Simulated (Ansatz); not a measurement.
Ansatz results at the PBE0-D4/def2-TZVP geometry: HOMO–LUMO gap (B3LYP/def2-TZVPP) 5.55 eV; LUMO energy (PBE0/def2-TZVPP) -1.99 eV; HOMO energy (B3LYP/def2-TZVPP) -7.75 eV.

**Question.** Which molecule gave them?
A. `C[SiH2][GeH2][OH]`
B. `[NH2][Al]1[CH]=[C]1S`
C. `CB(N)C[SiH3]`
D. `BB1N[SiH2]O1`

**Answer.** D. The others give `[NH2][Al]1[CH]=[C]1S`: 5.11, -0.79, -6.17; `CB(N)C[SiH3]`: 8.00, 0.55, -7.74; `C[SiH2][GeH2][OH]`: 6.82, -0.24, -7.30.

B3LYP here is the variant with VWN-RPA as its local correlation; programs differ in this.
